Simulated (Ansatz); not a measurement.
`[F][Ti]1234([F])([Cl])[C@H]5[C@@H]1[C@@H]2[C@@H]3[C@H]54` and `[F][Ti]1234([Cl])([Cl])[C@H]5[C@@H]1[C@@H]2[C@@H]3[C@H]54` differ in one atom or group.

Ansatz, PBE0-D4/def2-TZVP geometries, multiplicity 1. 

Scalar relativity is left out up to krypton.

| property | `[F][Ti]1234([F])([Cl])[C@H]5[C@@H]1[C@@H]2[C@@H]3[C@H]54` |
| --- | --- |
| size of the dipole moment (B3LYP/def2-TZVPP) / D | 3.99 |
| LUMO energy (PBE/def2-TZVPP) / eV | -3.43 |
| HOMO–LUMO gap (B3LYP/def2-TZVPP) / eV | 4.96 |
| LUMO energy (PBE0/def2-TZVPP) / eV | -2.45 |
| HOMO–LUMO gap (ωB97M-V/def2-TZVPP) / eV | 9.74 |
| HOMO energy (B3LYP/def2-TZVPP) / eV | -7.69 |

Question: Give the same properties after the change, and the shifts. (Best estimate.)

Answer: Computed: 
```tsv
property	`[F][Ti]1234([Cl])([Cl])[C@H]5[C@@H]1[C@@H]2[C@@H]3[C@H]54`	shift
size of the dipole moment (B3LYP/def2-TZVPP) / D	4.21	0.22
LUMO energy (PBE/def2-TZVPP) / eV	-3.71	-0.28
HOMO–LUMO gap (B3LYP/def2-TZVPP) / eV	4.56	-0.40
LUMO energy (PBE0/def2-TZVPP) / eV	-2.81	-0.36
HOMO–LUMO gap (ωB97M-V/def2-TZVPP) / eV	9.23	-0.51
HOMO energy (B3LYP/def2-TZVPP) / eV	-7.62	0.07
```

With PBE0 the HOMO rises by 0.07 eV and the LUMO falls by 0.36 eV, so the gap narrows by about 0.43 eV. PBE moves the HOMO by 0.06 eV and ωB97M-V by 0.08 eV. Dipoles are sizes alone; their direction can turn.

B3LYP here is the variant with VWN-RPA as its local correlation; programs differ in this.
